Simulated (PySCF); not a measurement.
Species: C₄H₉P₂Si (doublet state).
Numbering: `[CH:1]#[C:2][CH2:3][CH2:4][Si:5]([PH2:6])[PH2:7]` (hydrogens: H8 on C1; H9, H10 on C3; H11, H12 on C4; H13, H14 on P6; H15, H16 on P7)

Cartesian coordinates in Å at the GFN2-xTB level; atoms count from 1:
```
atom  x, y, z in Å
C1     2.332   -0.763    1.747
C2     1.958   -0.701    0.611
C3     1.493   -0.593   -0.754
C4     0.592    0.628   -0.932
Si5   -0.945    0.525    0.232
P6    -2.500    1.874   -0.722
P7    -1.629   -1.633    0.093
H8     2.667   -0.832    2.738
H9     0.932   -1.501   -1.008
H10    2.359   -0.533   -1.421
H11    0.249    0.678   -1.969
H12    1.163    1.537   -0.736
H13   -3.357    1.869    0.365
H14   -1.892    3.048   -0.316
H15   -2.671   -1.500    0.995
H16   -0.758   -2.094    1.064
```

The hyperfine couplings belong to this conformer and change with its torsions.

Method used: PySCF 2.14.0, UKS B3LYP, pcH-1 on C H P Si, non-relativistic, mean-field spin-orbit, GIAO. The structure is a single GFN2-xTB conformer in the gas phase; no vibrational or solvent corrections. Couplings are sensitive to structure, and on GFN2-xTB geometries they can be far from those on DFT ones, by a factor of two or more for some ions and for spin on atoms past the first row. Stability of the SCF solution: not tested.

**Question.** Give the principal g shifts and their parts.

**Answer.** 
```csv
Δg (ppm),1,2,3
relativistic mass correction,-154,-154,-154
gauge correction,22,55,59
orbital Zeeman/spin–orbit,-759,1952,5015
total,-891,1852,4919
```

So g = 2.00143, 2.00417, 2.00724 and g_iso = 2.00428; the tensor is rhombic: the two nearest values differ by 47 % of g3 − g1. 

**Question.** At 9.467 GHz, how far is the centre of the isotropic spectrum from where a free electron (g = 2.002319) resonates?

**Answer.** B = hν/(g μB) with μB/h = 13.99624 MHz/mT gives 337.81 mT for the free electron and 337.48 mT at g_iso, 0.33 mT lower.

**Question.** What effective moment and Curie constant follow for a powder?

**Answer.** With the mean of g² = 4.0171 and S(S+1) = 0.75: μ_eff = √(⟨g²⟩S(S+1)) = 1.736 μB and χT = 0.12505·⟨g²⟩·S(S+1) = 0.377 cm³ K/mol (cgs; spin-Hamiltonian part alone).

**Question.** In a frozen sample, at which fields do the three g values resonate at 9.5, 34, 94 and 263 GHz (hyperfine left aside), and which band first spreads them over more than twice a line width of 0.3 mT?

**Answer.** 
```csv
band,GHz,B(g3) mT,B(g2) mT,B(g1) mT,spread mT
X,9.5,338.15,338.67,339.13,0.98
Q,34.0,1210.23,1212.08,1213.74,3.51
W,94.0,3345.93,3351.05,3355.65,9.71
J,263.0,9361.50,9375.82,9388.67,27.18
```

The spread grows in proportion to the frequency. X band is the first where it exceeds 0.6 mT.

Largest spin populations (Mulliken): Si5 (+0.75), P6 (+0.11) and P7 (+0.11). No atom but Si5 exceeds +0.15. The angles at Si5 add up to 319.3°, so it is pyramidal.

The HOMO–LUMO gaps are 5.10 eV among the α and 4.30 eV among the β orbitals.
